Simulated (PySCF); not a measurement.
# Electronic structure of Sc (scandium, neutral) at the UHF level

Configuration: [Ar] 4s2 4p1, 2P determinant (an excited configuration). Computed with PySCF 2.14 in def2-TZVPPD, with the non-relativistic Hamiltonian (point nucleus).

```
Total energy                                                  : -759.615030 hartree
One-electron energy                                           : -1035.7650 hartree
Hartree (Coulomb) energy                                      : 313.9973 hartree
Exchange energy                                               : -37.8474 hartree
Kinetic energy                                                : 759.64547 hartree
⟨S²⟩                                                          : 0.8502
⟨L²⟩                                                          : 2.792
Sum of ⟨r⟩                                                    : 23.01 bohr
Sum of ⟨r²⟩                                                   : 63.06 bohr²
Traceless quadrupole moment −½Σ⟨3z² − r²⟩ along its main axis : -11.4 e·bohr²
Density at the nucleus (Gaussians lack the cusp)              : 6020 bohr⁻³
Spin density at the nucleus                                   : 0.0960 bohr⁻³
Langevin diamagnetic susceptibility                           : -49.9 ×10⁻⁶ cm³/mol
```

```tsv
shell	electrons	mean orbital energy (eV)	spread (eV)	rms radius, mean of both spins (bohr)
1s α	1	-4520.5	0	0.0852
1s β	1	-4520.4	0	0.0852
2s β	1	-526.21	0	0.373
2s α	1	-526.20	0	0.373
2p α	3	-433.25	0.077	0.341
2p β	3	-433.24	0.025	0.341
3s β	1	-75.968	0	1.14
3s α	1	-75.892	0	1.14
3p β	3	-48.504	0.447	1.24
3p α	3	-48.388	0.137	1.24
4s α	1	-8.423	0	3.66
4s β	1	-7.325	0	3.66
4p α	1	-4.654	0	4.83
```

⟨S²⟩ = 0.85 against 0.75 shows spin contamination.

Spin-orbit constants ζ (cm⁻¹) from the X2C one-electron operator on these orbitals (non-relativistic here): bare nucleus, nucleus screened by l(l+1)(2l+1)/3 electrons, and screened by the Breit-Pauli mean field of the electrons.

| shell | bare | screened nucleus | mean field |
| --- | --- | --- | --- |
| 2p | 26160 | 23670 | 22500 |
| 3p | 2793 | 2527 | 2383 |
| 4p | 140.8 | 127.4 | 119.1 |

To first order the Landé constant is A = 119.1 cm⁻¹, so the lowest level has J = 1/2 and lies 0.0148 eV below the centre of the term.
